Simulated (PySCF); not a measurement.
SMILES [SH][Be][F] (HBeFS), B3LYP/def2-SVP optimised geometry.

```
4

Be    -0.26    -0.01     0.00
F     -1.64     0.01    -0.05
S      1.64    -0.01     0.00
H      1.70    -0.37     1.31
```

Density from B3LYP/def2-TZVP (PySCF) at that geometry.

Minimum of the electron density along straight lines between bonded atoms, close to the bond critical point (lines longer than 1.1 times the sum of covalent radii, or with two minima, are not listed):

```tsv
bond	length / Å	ρ at the minimum / e bohr⁻³	∇²ρ there / e bohr⁻⁵	position (fraction from the first atom)
Be1–F2	1.389	0.133	1.31	0.36
Be1–S3	1.901	0.085	0.26	0.31
S3–H4	1.357	0.205	-0.56	0.64
```
